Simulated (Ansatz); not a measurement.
Total energies of the cluster Li3PS4 from Ansatz at LDA (SPW92)/def2-TZVPD, gas phase (1 Eh = 27.2114 eV = 2625.5 kJ/mol). The reference geometry is relaxed at r2SCAN-D4/def2-SVP.

```xyz
8

Li   -0.436   -1.638   -1.402
Li   -1.161    1.701    0.773
Li    1.220    0.824   -0.859
P     0.598   -0.747    1.345
S     1.051    1.314    1.448
S     1.650   -1.444   -0.349
S    -1.308    0.599   -1.355
S    -1.614   -0.609    0.397
```

| state | geometry | energy (Eh) |
| --- | --- | --- |
| charge 0 singlet | reference | -1949.96464 |
| charge -1 doublet | reference | -1949.98795 |
| free Li atom (doublet) | – | -7.34313 |
| free P atom (quartet) | – | -339.98387 |
| free S atom (triplet) | – | -396.72134 |

Q: Work out the vertical electron affinity, to the doublet.

A: E(charge 0 singlet) − E(charge -1 doublet) = -1949.96464 − (-1949.98795) = 0.02331 Eh = 0.63 eV.

Q: What is the binding energy per atom against free atoms?

A: Atoms: 3 × (-7.34313) + 1 × (-339.98387) + 4 × (-396.72134) = -1948.89862 Eh. Binding: -1948.89862 − (-1949.96464) = 1.06602 Eh = 29.01 eV, or 3.63 eV for each of 8 atoms (no zero-point energy, no counterpoise term).

At LDA (SPW92)/def2-TZVPD the highest occupied level of the charge -1 doublet lies above zero (up to 0.93 eV). By energy differences its removal costs 0.63 eV (vertical, to the charge 0 singlet, at LDA (SPW92)/def2-TZVPD); a positive level beside a positive removal energy at the same level points to self-interaction error. 

The structure comes from a short search, and lower isomers may exist.
